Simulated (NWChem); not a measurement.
System: phosphorus nitride (PN); SMILES N#P

Here is an NWChem input.

```
start job
memory heap 200 mb stack 900 mb global 1100 mb
geometry units angstroms noautosym nocenter noautoz
  N      0.000000     0.000000     1.004870
  P      0.000000     0.000000    -0.474538
end
basis spherical
  * library cc-pvtz
end
dft
  xc b3lyp
  iterations 150
end
tddft
  cis
  ecut -74.0
  nroots 6
  notriplet
end
task tddft energy
```

All runs use the structure optimised with PBE0-D3(BJ)/def2-TZVP.

Core excitations by TDA in a window of 1s orbitals, non-relativistic and unshifted: absolute energies depend strongly on the exact-exchange share.

### Question
What results follow from this input? (B3LYP/cc-pVTZ, restricted-window TDA.) Quantities: first 1s excitation (eV); dipole oscillator strength of the first; first state with f > 0.002 (eV); dipole oscillator strength of that state.

### Answer
| Quantity | Result |
|---|---|
| first 1s excitation (eV) | 2094.0 |
| dipole oscillator strength of the first | 0.0045 |
| first state with f > 0.002 (eV) | 2094.0 |
| dipole oscillator strength of that state | 0.0045 |
